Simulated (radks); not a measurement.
The numbers below are computed, except where a source is named.
Ionisation of Al, [Ne] 3s2 3p1, to Al+, [Ne] 3s2, under several functionals. Scalar-relativistic Kohn-Sham, spin-polarised, spherical densities, finite nucleus; open shells are filled with parallel spins first; a radial shooting solver on a logarithmic mesh with Libxc functionals.

functional,E(Al) (hartree),Exc (hartree),IE (eV),-e(HOMO) (eV),<r> HOMO (bohr),IE error (eV)
BP86,-242.84911,-18.60366,6.037,3.076,3.381,+0.052
Wu-Cohen GGA,-242.47769,-18.22198,5.936,2.988,3.383,-0.050
RPBE,-242.80920,-18.56353,5.955,3.014,3.408,-0.031
exchange-only r2SCAN,-242.33866,-18.08674,5.235,2.520,3.454,-0.751
"LDA (Slater exchange, VWN5 correlation)",-241.77585,-17.48898,5.992,3.019,3.393,+0.006
exchange-only PBE,-242.24733,-17.97698,5.344,2.498,3.577,-0.641
MS2 meta-GGA,-242.82890,-18.59428,5.894,3.007,3.360,-0.091
PBE,-242.69163,-18.44101,5.954,3.010,3.402,-0.032
BLYP,-242.84051,-18.59357,5.764,2.767,3.428,-0.222
PBEsol,-242.20302,-17.93392,5.927,2.984,3.392,-0.059
"LDA (Slater exchange, Perdew-Wang correlation)",-241.77131,-17.48421,5.988,3.013,3.393,+0.002

NIST Atomic Spectra Database: 5.986 eV (measured). Closest: LDA (Slater exchange, Perdew-Wang correlation). The Delta-SCF values span 0.80 eV, the total energies 1.08 hartree. The highest occupied level is 3p. Open shells are spherical and high-spin; term and fine-structure splittings are not resolved.
